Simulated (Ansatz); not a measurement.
One change: `N=C([SiH3])[SiH2]N` becomes `N=C([SiH3])Cl`.

Ansatz, PBE0-D4/def2-TZVP geometries, multiplicity 1. Each molecule was computed in one conformer, which needn't be the lowest.

```
                                        property  `N=C([SiH3])[SiH2]N`
               HOMO energy (PBE/def2-TZVPP) / eV                 -5.40
         HOMO–LUMO gap (ωB97M-V/def2-TZVPP) / eV                  9.96
              HOMO energy (PBE0/def2-TZVPP) / eV                 -6.71
size of the dipole moment (B3LYP/def2-TZVPP) / D                  0.83
  size of the dipole moment (PBE/def2-TZVPP) / D                  0.75
              LUMO energy (PBE0/def2-TZVPP) / eV                 -1.21
```

Question: What does the change do to each property? (An estimate is asked.)

Answer: The calculation gave: 
```tsv
property	`N=C([SiH3])Cl`	shift
HOMO energy (PBE/def2-TZVPP) / eV	-6.86	-1.46
HOMO–LUMO gap (ωB97M-V/def2-TZVPP) / eV	11.54	1.58
HOMO energy (PBE0/def2-TZVPP) / eV	-8.27	-1.56
size of the dipole moment (B3LYP/def2-TZVPP) / D	0.35	-0.48
size of the dipole moment (PBE/def2-TZVPP) / D	0.27	-0.48
LUMO energy (PBE0/def2-TZVPP) / eV	-1.20	0.01
```

Dipoles are sizes alone; their direction can turn.

B3LYP here is the variant with VWN-RPA as its local correlation; programs differ in this.
